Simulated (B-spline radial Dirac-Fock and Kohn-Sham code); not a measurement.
Magnetic form factor of the 4f shell of Gd¹¹⁺

System: the Gd¹¹⁺ ion, configuration [Kr] 4d10 4f5 5s2.

Level of theory: Dirac-Fock densities; a radial finite-basis atomic code. ⟨j_K⟩ is the integral of the 4f radial density with the spherical Bessel function j_K(4πsr), s = sin θ/λ.

Hund's rules give S = 5/2, L = 5, J = 5/2 for 4f5, so g = 0.286, and the dipole approximation is F = ⟨j0⟩ + C₂⟨j2⟩ with C₂ = (2 − g)/g = 6.000.

| s (Å⁻¹) | ⟨j0⟩ | ⟨j2⟩ | ⟨j4⟩ | ⟨j6⟩ | F (dipole) |
| --- | --- | --- | --- | --- | --- |
| 0 | 1.0000 | 0.0000 | 0.0000 | 0.0000 | 1.0000 |
| 0.07 | 0.9791 | 0.0083 | 0.0000 | 0.0000 | 1.0290 |
| 0.09 | 0.9657 | 0.0136 | 0.0001 | 0.0000 | 1.0474 |
| 0.11 | 0.9492 | 0.0201 | 0.0002 | 0.0000 | 1.0696 |
| 0.13 | 0.9299 | 0.0276 | 0.0004 | 0.0000 | 1.0953 |
| 0.16 | 0.8959 | 0.0405 | 0.0008 | 0.0000 | 1.1392 |
| 0.2 | 0.8427 | 0.0604 | 0.0018 | 0.0000 | 1.2049 |
| 0.24 | 0.7823 | 0.0820 | 0.0036 | 0.0001 | 1.2745 |
| 0.29 | 0.7002 | 0.1099 | 0.0070 | 0.0003 | 1.3598 |
| 0.36 | 0.5801 | 0.1469 | 0.0143 | 0.0010 | 1.4614 |
| 0.43 | 0.4630 | 0.1774 | 0.0246 | 0.0024 | 1.5275 |
| 0.53 | 0.3145 | 0.2052 | 0.0427 | 0.0061 | 1.5459 |
| 0.64 | 0.1866 | 0.2137 | 0.0639 | 0.0128 | 1.4685 |
| 0.78 | 0.0780 | 0.1986 | 0.0866 | 0.0245 | 1.2697 |
| 0.95 | 0.0088 | 0.1607 | 0.1021 | 0.0400 | 0.9729 |
| 1.16 | -0.0219 | 0.1100 | 0.1031 | 0.0551 | 0.6382 |
| 1.41 | -0.0250 | 0.0629 | 0.0889 | 0.0633 | 0.3524 |

Radial moments of the shell: ⟨r²⟩ = 0.5863, ⟨r⁴⟩ = 0.6398, ⟨r⁶⟩ = 1.138 in powers of bohr.

Values without a named source are computed, but for edge energies of neutral atoms, which are taken from tables.
